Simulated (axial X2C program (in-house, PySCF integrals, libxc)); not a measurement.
**Curves of HoCl⁺ from open-shell CI on f11 s0**

Calculated with an in-house all-electron X2C program for linear molecules (integrals from PySCF): two-component X2C with atomic mean-field Coulomb and Gaunt terms, basis Ho dyall-v3z, Cl dyall-v3z (cores contracted in-house). Orbitals come from Hartree–Fock averaged over the configuration Ho f11 s0; CI then distributes these electrons over the f, s shells of Ho.

Scan along the bond; masses Ho 164.930 u, Cl 34.969 u. Energies in cm⁻¹ from the lowest point; levels are followed by energy order within each Ω. Lowest level at 2.481 Å: 100% f11.

```
R (Å)  (1)Ω=1/2  (1)Ω=3/2  (1)Ω=5/2  (1)Ω=7/2  (1)Ω=9/2  (1)Ω=11/2  (1)Ω=13/2
2.307      1891      1891      1897      1918      1961       2025       2090
2.394       423       428       442       469       515        578        647
2.481         0         8        26        57       103        166        237
2.580       439       449       469       502       548        609        681
2.679      1567      1578      1599      1633      1678       1737       1808
2.791      3398      3409      3430      3463      3507       3563       3632
2.928      6123      6134      6155      6186      6227       6279       6344
```

Q: Fit the curves (1)Ω=1/2, (1)Ω=3/2, (1)Ω=5/2, (1)Ω=7/2, (1)Ω=9/2, (1)Ω=11/2, (1)Ω=13/2 near their minima.

A: From the open-shell CI curves, Te from the lowest:

| level | Te (cm⁻¹) | Re (Å) | ωe (cm⁻¹) |
| --- | --- | --- | --- |
| (1)Ω=1/2 | 0 | 2.481 | 342.9 |
| (1)Ω=3/2 | 8 | 2.481 | 342.8 |
| (1)Ω=5/2 | 26 | 2.480 | 342.6 |
| (1)Ω=7/2 | 57 | 2.480 | 342.3 |
| (1)Ω=9/2 | 103 | 2.480 | 342.1 |
| (1)Ω=11/2 | 166 | 2.480 | 342.0 |
| (1)Ω=13/2 | 237 | 2.480 | 341.7 |

Without dynamic correlation distances can be off by several hundredths of an Å (long for ionic bonds, short for multiple bonds) and the wavenumbers are rough.

The 7 lowest curves are shown; the next is (1)Ω=15/2, from 301 cm⁻¹.

Dynamic correlation is missing, so gaps between terms are too wide and other configurations may lie lower; the lowest level listed is that of this model, not necessarily the ground state. At most 4 roots were kept for each Ω > 0 (twice that for Ω = 0) within 2.2 eV of the lowest, so higher up levels can be missing between those listed; levels with Ω > 0 are doubly degenerate and listed once, Ω = 0 levels singly. States that fill the shells left empty in the average are placed too high.
